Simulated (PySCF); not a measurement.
Species: C4H5B3O3S.
SMILES with atom numbers: `[BH:1]1[O:2][BH:3][O:4][B:5]([c:6]2[cH:7][cH:8][cH:9][s:10]2)[O:11]1` (hydrogens: H12 on B1; H13 on B3; H14 on C7; H15 on C8; H16 on C9)

Method used: PBE0-D3(BJ)/def2-SVP geometry optimisation, gas phase in PySCF.

**Question.** Give the optimised bond lengths and angles.

**Answer.** 
| bond | length (pm) | order |
| --- | --- | --- |
| B1–O2, O2–B3 | 137.2 | single |
| O4–B5, B5–O11 | 137.9 | single |
| B5–C6 | 153.6 | single |
| C6–C7 | 138.4 | aromatic |
| C7–C8 | 141.5 | aromatic |
| C8–C9 | 137.6 | aromatic |
| C9–S10 | 170.7 | aromatic |
| B1–O11, B3–O4 | 136.7 | single |
| C6–S10 | 172.8 | aromatic |
| B1–H12, B3–H13 | 120.2 | single |
| C7–H14 | 109.1 | single |
| C8–H15 | 109.1 | single |
| C9–H16 | 109.0 | single |

Bonds in one row agree within 1 pm and their mean is given. Orders are formal, as drawn. A selection of angles:
| angle | degrees |
| --- | --- |
| O2–B1–O11 | 119.5 |
| O2–B1–H12 | 120.2 |
| O11–B1–H12 | 120.3 |
| B1–O2–B3 | 120.5 |
| B3–O4–B5 | 120.7 |
| O4–B5–C6 | 120.3 |
| O4–B5–O11 | 118.8 |
| C6–B5–O11 | 120.9 |
| B5–C6–C7 | 128.0 |
| B5–C6–S10 | 121.8 |
| C7–C6–S10 | 110.2 |
| C6–C7–C8 | 113.4 |
| C6–C7–H14 | 122.1 |
| C8–C7–H14 | 124.5 |
| C7–C8–C9 | 111.9 |
| C7–C8–H15 | 124.6 |
| C9–C8–H15 | 123.5 |
| C8–C9–S10 | 112.0 |
| C8–C9–H16 | 127.6 |
| S10–C9–H16 | 120.4 |
| C6–S10–C9 | 92.4 |

Torsions: O11–B1–O2–B3 0° (synperiplanar); B1–O2–B3–O4 0° (synperiplanar); O2–B3–O4–B5 0° (synperiplanar); B3–O4–B5–C6 180° (antiperiplanar); O4–B5–C6–C7 0° (synperiplanar); O4–B5–O11–B1 0° (synperiplanar); O2–B1–O11–B5 0° (synperiplanar).

S10 (thiophene-type sulfur) is bent (angle 92.4°). B1 (three-coordinate boron) is planar (angles 120.3°, 120.2° and 119.5°, sum 360.0°, 0.00 Å off the plane of its three neighbours). O4 (boron-bound oxygen) is bent (angle 120.7°). The 2 C–S bonds span 1.707 Å (C9–S10, aromatic) to 1.728 Å (C6–S10, aromatic), a spread of 0.021 Å. The 6-membered ring B1–O2–B3–O4–B5–O11 has internal angles of 118.8° to 120.8° (sum 720°, against 720° for a flat polygon); it is planar, 0.00 Å rms from its mean plane, widest ring torsion 0°. O2 (boron-bound oxygen) is bent (angle 120.5°). The 3 C–C bonds span 1.376 Å (C8–C9, aromatic) to 1.415 Å (C7–C8, aromatic), a spread of 0.039 Å.

Point group: Cs (every atom within 0.08 Å of its image). Whether it is a minimum is left open (no frequencies). One conformer, not necessarily the lowest.
